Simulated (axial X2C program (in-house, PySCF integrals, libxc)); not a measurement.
**What spin–orbit coupling does to AlCu**

All values were computed with an axial X2C code built on PySCF integrals. Spin-free means the one-electron spin-free X2C Hamiltonian; two-component (2c) means X2C with spin–orbit coupling and atomic mean-field two-electron Coulomb and Gaunt terms, so the difference of the two also holds small scalar two-electron terms. Basis: Cu dyall-cv3z [9s9p6d3f2g], Al dyall-v3z [8s8p2d1f] (cores contracted in-house); Gaussian nuclei, density fitting, unrestricted open shells. Masses: Cu 62.930 u, Al 26.982 u.

Spin-free state: M_S = 0, Λ = 0 (closed shell); fragments Cu + Al.

| level | Re (Å) | ωe (cm⁻¹) | De (eV) | μ (D) |
| --- | --- | --- | --- | --- |
| PBE0 | 2.365 | 285.7 | 2.148 | 0.10 |
| HF | 2.582 | 218.8 | n/a | -1.25 |
| MP2 | 2.286 | 314.6 | 2.179 | n/a |
| CCSD | 2.371 | 276.3 | 2.063 | n/a |
| CCSD(T) | 2.328 | 298.7 | n/a | n/a |
| LDA | 2.287 | 319.9 | 3.140 | 0.72 |

Correlated methods: 14 electrons correlated (number of frozen shells: Cu 3 s, 2 p; Al 2 s, 1 p), 220 virtual spin orbitals or spinors in MP2, 88 natural virtuals in coupled cluster.

Dipoles are positive if Al is the positive end.

Two-component determinant lowest at the distance of the search:

Ω = 0 (closed shell); fragments Cu + Al.

```csv
level,Re (Å),ωe (cm⁻¹),De (eV),μ (D)
PBE0,2.366,285.5,2.146,0.10
HF,2.583,218.6,n/a,-1.25
MP2,2.287,314.3,2.172,n/a
CCSD,2.372,274.4,2.049,n/a
CCSD(T),2.329,298.0,n/a,n/a
LDA,2.287,319.7,3.138,0.72
```

Task: From the two tables, how do the constants change at the CCSD(T) level (2c against spin-free)?

Result: At the CCSD(T) level Re increases by 0.001 Å and ωe goes down by 0.7 cm⁻¹.

Occupations by symmetry block were frozen at the best pattern of an incomplete PBE0 search. Closed shells are restricted here (equal orbitals for both partners); the stretched side of such a curve lies too high. Dissociation energies refer to the lowest single-determinant-based atoms at the same level and basis. De is not given where an atomic determinant may have missed its ground term or J level, or where the truncated virtual space spoils (T). CCSD and (T) use frozen natural virtuals with an MP2 correction for the truncation; (T) itself is uncorrected, so its De runs slightly low. The 2c atoms are single determinants rather than J levels; their spin–orbit lowering is only partly caught, and De is too large by that part. This holds for PBE0, LDA. The functionals have no current-density term, which raises determinants with orbital currents, atoms included. The T1 diagnostic is large, a sign of multireference character.
